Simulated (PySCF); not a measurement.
HgCl2, SMILES [Cl][Hg][Cl].

Geometry optimised at B3LYP-D3(BJ)/def2-TZVP. The isomer is the one that the SMILES or the coordinates give; other isomers of the formula were not compared. The def2 effective core potentials stand for the cores of Hg; spin–orbit coupling is left out.

Two levels are set side by side: PBE/def2-TZVPD (PySCF) and ωB97X/def2-TZVPD (PySCF). Same geometry, gas phase. Differences are taken from unrounded values.

```tsv
quantity	ωB97X	PBE	PBE minus ωB97X
orbital gap (eV)	10.90	4.10	-6.80
highest occupied level (eV)	-11.38	-7.60	3.77
lowest empty level (eV)	-0.48	-3.50	-3.02
mean polarisability (bohr³)	60.5	64.6	4.0
```

Without exact exchange PBE keeps part of each electron's self-repulsion, which lifts occupied levels and narrows the gap. PBE's more diffuse valence density responds more strongly to a field. Differences between two approximate levels are no errors against the true value.

Rough cost on one machine, each run with all the roots and properties that it gave: ωB97X against PBE within a factor of 2.
